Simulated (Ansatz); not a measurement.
Cost and result for the atomization energy of FH₆NOSi₂ (`O[SiH](F)N[SiH3]`) (11 atoms, 10 bonds).

```xyz
11

O     2.046    1.522   -0.329
Si    1.140    0.500    0.557
F     0.118    1.286    1.500
N     0.131   -0.495   -0.391
Si   -1.561   -0.826   -0.185
H     1.611    2.041   -1.008
H     2.104   -0.206    1.416
H     0.577   -1.000   -1.143
H    -2.412    0.329   -0.572
H    -1.887   -1.975   -1.069
H    -1.868   -1.176    1.224
```

Total charge 0; spin multiplicity 1. The geometry is a stationary point of PBE0-D4/def2-TZVP. It is one conformer, not always the lowest. Program: Ansatz. All runs use 4 threads of an Arm Neoverse V1 on a shared host. Times are those of one run each, without the atoms' runs, and a repeat can differ threefold. Electronic energies, without spin–orbit coupling; frozen cores. CCSD(T)/CBS adds CCSD(T) − MP2 in def2-TZVPP to the MP2 limit, and its time is that of the two runs behind it. T1 = 0.011. B3LYP takes the VWN-RPA correlation (the form of Gaussian; ORCA's B3LYP/G).

CCSD(T)/CBS is a level of theory with its own doubt, some kJ/mol a heavy atom from the limit and from the frozen cores, so smaller differences don't rank the functionals.

```csv
level,functions,wall time
PBE-D4/def2-TZVPP (with forces),261,2.6 s
PBE0-D4/def2-TZVPP,261,3.4 s
B3LYP-D4/def2-TZVPP (with forces),261,5 s
r2SCAN-D4/def2-TZVPP (with forces),261,5.5 s
B2PLYP/def2-TZVPP,261,6 s
ωB97X-V/def2-TZVPP,261,8 s
ωB97M-V/def2-TZVPP (with forces),261,12 s
MP2/def2-QZVPP,491,23 s
CCSD(T)/def2-TZVPP,261,3.1 min
CCSD(T)/CBS(def2),–,3.5 min
```

Question: What atomization energy does each give, and how far from CCSD(T)/CBS? (An estimate is asked.)

Answer: Ansatz gave: 
| level | atomization (kcal/mol) | difference from CCSD(T)/CBS | per bond |
| --- | --- | --- | --- |
| PBE-D4/def2-TZVPP (with forces) | 949.5 | -5.3 | -0.5 |
| PBE0-D4/def2-TZVPP | 934.7 | -20.1 | -2.0 |
| B3LYP-D4/def2-TZVPP (with forces) | 947.4 | -7.4 | -0.7 |
| r2SCAN-D4/def2-TZVPP (with forces) | 946.2 | -8.6 | -0.9 |
| B2PLYP/def2-TZVPP | 939.0 | -15.8 | -1.6 |
| ωB97X-V/def2-TZVPP | 954.8 | 0.0 | 0.0 |
| ωB97M-V/def2-TZVPP (with forces) | 953.0 | -1.8 | -0.2 |
| MP2/def2-QZVPP | 959.0 | 4.2 | 0.4 |
| CCSD(T)/def2-TZVPP | 924.5 | -30.3 | -3.0 |
| CCSD(T)/CBS(def2) | 954.8 | 0.0 | 0.0 |

From PBE to PBE0 (25 % exact exchange), in def2-TZVPP and without D4, the atomization energy moves by −13.9 kcal/mol: exact exchange takes away binding that semilocal exchange gives to molecules. In def2-TZVPP, CCSD(T) changes the Hartree–Fock value by +233.9 kcal/mol (the triples alone add +11.8 kcal/mol) and MP2 by +249.9 kcal/mol; breaking electron pairs costs correlation energy, which Hartree–Fock lacks. The D4 term adds +9.1 kcal/mol with B3LYP and +4.8 kcal/mol with PBE0; it sums over pairs of atoms, weighted by their polarisabilities, and B3LYP, whose exchange is more repulsive, gets the larger term.
